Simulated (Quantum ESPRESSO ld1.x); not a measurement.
Task: The cerium ion Ce41+, configuration [Ne] 3s2 3p5. Method: Dirac Kohn-Sham, relativistic LDA (MacDonald-Vosko exchange, VWN5 correlation), spin-unpolarised, spherical densities, point nucleus; open shells are shared between the two j in proportion to 2j + 1; computed with ld1.x of Quantum ESPRESSO 7.5. Some entries of the table are withheld. Estimate them.

orbital     occ.  eigenvalue (eV)  <1/r> (bohr^-1)
1s1/2          2         -42441.7            63.10
2s1/2          2         -8782.59              (1)
2p1/2          2         -8458.00            15.00
2p3/2          4         -8007.11            13.61
3s1/2          2         -3366.58            5.995
3p1/2    1.66667              (2)            5.932
3p3/2    3.33333              (3)            5.569

Result: 
(1) 2s1/2 <1/r> (bohr^-1): 15.05
(2) 3p1/2 eigenvalue (eV): -3246.04
(3) 3p3/2 eigenvalue (eV): -3134.30
